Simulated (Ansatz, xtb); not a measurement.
Two isomers of C5H5Cl2F

We compare I, `C=C/C(Cl)=C(\F)CCl`, a singlet, with II, `C=C/C=C/C(F)(Cl)Cl`, a singlet. Both are isolated molecules in the gas phase, relaxed with r2SCAN-D4/def2-SVP; the shapes shown needn't be the lowest conformers.

I (Å):

```xyz
13

C    -3.3812   -2.2971    0.3135
C    -2.2618   -1.6272   -0.0109
C    -1.7065   -1.4954   -1.3446
C    -0.5741   -0.7932   -1.6068
C     0.1006   -0.5758   -2.8997
Cl   -2.5375   -2.2742   -2.6639
Cl    1.6659   -1.4947   -2.9738
F     0.0586   -0.2146   -0.5727
H    -3.9788   -2.8128   -0.4428
H    -3.7183   -2.3427    1.3516
H    -1.6799   -1.1200    0.7651
H    -0.5228   -0.9103   -3.7355
H     0.3628    0.4856   -3.0185
```

II (Å):

```yaml
atoms:
  - { symbol: C, position_ang: [-0.7743, -1.4298, 2.6629] }
  - { symbol: C, position_ang: [-0.4104, -2.0315, 1.5151] }
  - { symbol: C, position_ang: [-0.4457, -1.3770, 0.2234] }
  - { symbol: C, position_ang: [-0.0802, -1.9789, -0.9264] }
  - { symbol: C, position_ang: [-0.1219, -1.2935, -2.2418] }
  - { symbol: Cl, position_ang: [1.5309, -1.2492, -2.9700] }
  - { symbol: Cl, position_ang: [-1.2234, -2.1789, -3.3672] }
  - { symbol: F, position_ang: [-0.5628, -0.0281, -2.1439] }
  - { symbol: H, position_ang: [-1.1228, -0.3915, 2.6718] }
  - { symbol: H, position_ang: [-0.7347, -1.9542, 3.6211] }
  - { symbol: H, position_ang: [-0.0645, -3.0729, 1.5330] }
  - { symbol: H, position_ang: [-0.7897, -0.3365, 0.1929] }
  - { symbol: H, position_ang: [0.2711, -3.0150, -0.9550] }
```

Problem. Estimate which is lower in electronic energy at CCSD(T)/def2-SVP + ΔMP2/def2-TZVPP, and by roughly how much.

Solution. Too close to call at this level: CCSD(T)/def2-SVP + ΔMP2/def2-TZVPP gives E(II) − E(I) = +0.97 kcal/mol.

Level by level:

| level | geometry | E(II) − E(I) (kcal/mol) | departure from the last row (kcal/mol) | job, with rough time for the two |
| --- | --- | --- | --- | --- |
| r2SCAN-D4/def2-SVP | r2SCAN-D4/def2-SVP | +0.34 | −0.63 | optimisation, 46 s |
| HF/def2-SVP | r2SCAN-D4/def2-SVP | +0.52 | −0.45 | part of the CCSD(T) run |
| MP2/def2-SVP | r2SCAN-D4/def2-SVP | −0.16 | −1.13 | part of the CCSD(T) run |
| CCSD(T)/def2-SVP | r2SCAN-D4/def2-SVP | −0.16 | −1.13 | single point |
| CCSD(T)/def2-SVP + ΔMP2/def2-TZVPP | r2SCAN-D4/def2-SVP | +0.97 |  | single point, 88 s |

As drawn, both hold the same kinds of bond in the same numbers.

The largest departure from CCSD(T)/def2-SVP + ΔMP2/def2-TZVPP is that of CCSD(T)/def2-SVP, 1.13 kcal/mol. Levels run at GFN2-xTB geometries aren't shown. The last row adds to CCSD(T) the change of the MP2 difference between the two basis sets, here +1.13 kcal/mol.

With thermal terms from frequencies at re-optimised GFN2-xTB minima (ideal gas, soft modes damped towards free rotors, one conformer each, 298.15 K, 1 atm): on the last row, ΔE + ΔZPE = +0.51, ΔH = +0.55, ΔG = +0.58 kcal/mol.

The correlated steps freeze 16 core orbitals. Codes used: Ansatz 0.2.0, xtb 6.7.1; the last row on 4 threads of Arm Neoverse V1 on a shared host.
